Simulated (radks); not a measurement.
Spherical quantum dot in the effective-mass picture: electrons in a parabolic well V = omega^2 r^2 / 2 with omega = 0.334, with a point charge +2 (a donor) at the centre, all in effective atomic units (hartree* = m*/eps^2 hartree, bohr* = eps/m* bohr), one dielectric constant everywhere. Calculated with a radial shooting solver with Libxc functionals: non-relativistic Kohn-Sham, LDA (Slater exchange, Perdew-Wang correlation), spin-polarised, spherical densities. Levels are named by radial order and angular momentum (1s, 1p, 1d, 2s, ...), and open shells are averaged over m.

N = 27, configuration 1s2 1p6 1d10 2s2 1f(up 7, down 0). This is the lowest configuration that the search found. Occupied and some empty levels:

level,occupation,eigenvalue (hartree*),<r> (bohr*)
1s down,1,5.2963,0.9783
1s up,1,5.2987,0.9805
2s up,1,5.8693,4.210
2s down,1,5.8969,4.113
1p up,3,5.9071,4.186
1p down,3,5.9331,4.058
1d up,5,6.0365,4.844
1d down,5,6.0701,4.798
1f up,7,6.1765,5.249
2p up,0,6.2038,4.208
1f down,0,6.2126,5.242
2p down,0,6.2224,4.270
1g up,0,6.3320,5.567
1g down,0,6.3685,5.581
2d up,0,6.4125,4.786
2d down,0,6.4327,4.794

Energy (hartree*): total 90.4705, kinetic 9.3178, external 14.996, Hartree 73.385, exchange-correlation -7.2275.

Electron density:

r (bohr*),n(r) (e/bohr*^3)
0.425,0.7312
1.14,0.07258
1.85,0.02280
2.56,0.02424
3.27,0.02931
3.98,0.03137
4.69,0.02806
5.40,0.01958
6.11,0.009895
6.82,0.003407
7.53,0.0007753
8.24,0.0001156
8.95,0.00001140
